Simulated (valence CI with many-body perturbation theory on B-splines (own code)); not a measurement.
## Which ion has this spectrum?

A relativistic CI+MBPT calculation for an atom or ion with 13 electrons gives these levels (eV):

```
  J  Parity       E     g
1/2     odd    0.00  0.65
1/2    even  156.57  2.13
3/2     odd  298.56  1.32
3/2    even  426.72  1.63
5/2    even  443.82  1.34
3/2    even  464.22  0.97
1/2    even  473.65  1.25
3/2    even  520.04  0.83
5/2    even  579.65  1.20
3/2     odd  618.37  1.11
3/2     odd  631.73  0.68
5/2     odd  643.74  1.02
1/2     odd  668.73  0.39
3/2     odd  674.41  1.29
```

The energies are calculated, and their last digits are not significant.

Question: Which is it?
A. Yb57+
B. Lu58+
C. Tm56+
D. Er55+

Answer: B. Lu58+, ground level (3s^2 3p1/2) J=1/2.
